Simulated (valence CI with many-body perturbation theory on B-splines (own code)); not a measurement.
Results of a calculation; reference values are marked as such.
**From CI to CI+MBPT in Ba XLII**

Method: configuration interaction combined with many-body perturbation theory (CI+MBPT): five valence electrons over a frozen Dirac-Fock core [Ne], radial functions for each j: 9 s, 9 p, 8 d, 6 f, 3 g, 1 h, with the one-electron correlation potential Σ1 (screened to all orders), the two-electron term Σ2, the three-electron term Σ3, Breit, model QED; selected single and double excitations, second order for the rest (own B-spline code, finite nucleus).

The last digits are not significant, and no measured levels were compared; by estimate large intervals hold to a few tenths of a per cent, small ones and those within an open d or f shell to about a per cent. Among the levels kept, up to 640 cm⁻¹ of a level comes from second order outside the variational space, and about a tenth of that is noise between levels of different J, which matters for small intervals.

Each rung adds one term. CI alone is the Dirac-Coulomb CI over the frozen core; QED comes last and gives the full result, which names the levels. Energies are above (3s^2 3p1/2^2 3p3/2) J=3/2 on the same rung, in eV.

Levels are named by their leading jj configuration (3d3/2^4 stands for four electrons in 3d with j = 3/2), which in mixed levels can hold well under half, so a name can repeat and another be missing. Letters in brackets count levels of one name in rising energy.

```
                             Level  CI alone      Σ1      Σ2      Σ3   Breit     QED    Full
        (3s^2 3p1/2 3p3/2^2) J=3/2     86.38  +0.088  +0.098  +0.024  -1.268  +0.158   85.48
        (3s^2 3p1/2 3p3/2^2) J=5/2     95.24  +0.089  +0.064   0.000  -1.510  +0.158   94.05
        (3s^2 3p1/2 3p3/2^2) J=1/2    105.60  +0.090  +0.029  -0.031  -1.231  +0.154  104.61
        (3s^2 3p1/2^2 3d3/2) J=3/2    160.60  -0.196  -0.251  -0.090  -0.453  -0.239  159.38
        (3s^2 3p1/2^2 3d5/2) J=5/2    185.51  -0.119  -0.164  -0.017  -0.988  -0.515  183.70
              (3s^2 3p3/2^3) J=3/2    193.29  +0.176  +0.143  -0.010  -2.592  +0.301  191.31
        (3s 3p1/2^2 3p3/2^2) J=5/2    205.42  -0.122  -0.221  -0.006  -0.587  -0.949  203.53
        (3s 3p1/2^2 3p3/2^2) J=1/2    221.39  -0.120  -0.102  +0.069  -0.163  -1.254  219.82
        (3s 3p1/2^2 3p3/2^2) J=3/2    222.37  -0.120  -0.208  +0.065  -0.442  -1.073  220.59
(3s^2 3p1/2 3p3/2 3d3/2) J=5/2 [a]    246.63  -0.108  -0.171  -0.054  -1.975  -0.061  244.26
(3s^2 3p1/2 3p3/2 3d3/2) J=3/2 [a]    247.64  -0.109  -0.185  -0.052  -1.772  -0.138  245.39
(3s^2 3p1/2 3p3/2 3d3/2) J=1/2 [a]    248.00  -0.108  -0.150  -0.054  -1.677  -0.084  245.93
    (3s^2 3p1/2 3p3/2 3d3/2) J=7/2    255.20  -0.103  -0.176  -0.089  -2.267  -0.050  252.51
(3s^2 3p1/2 3p3/2 3d5/2) J=7/2 [a]    269.00  -0.028  -0.152  -0.064  -2.595  -0.003  266.16
(3s^2 3p1/2 3p3/2 3d5/2) J=3/2 [a]    269.36  -0.032  -0.060  +0.014  -2.229  -0.308  266.75
(3s^2 3p1/2 3p3/2 3d5/2) J=5/2 [a]    274.05  -0.050  -0.331  -0.112  -2.395  -0.111  271.05
(3s^2 3p1/2 3p3/2 3d3/2) J=5/2 [b]    277.14  -0.079  -0.444  -0.128  -2.108  -0.205  274.18
    (3s^2 3p1/2 3p3/2 3d5/2) J=9/2    278.48  -0.026  -0.149  -0.108  -3.044  -0.001  275.15
(3s^2 3p1/2 3p3/2 3d3/2) J=3/2 [b]    281.01  -0.110  -0.834  -0.200  -1.552  -0.320  278.00
```

The middle columns are the shifts that each term adds.

**Question.** How does the ionisation energy move along the ladder, and which term matters most?

**Answer.** CI alone 3085.6, + Σ1 3086.5, + Σ2 3086.6, + Σ3 3086.2, + Breit 3084.2, + QED 3084.1 eV. The largest step is Breit, -2.0 eV. NIST lists 3081 ± 4 eV (theoretical).
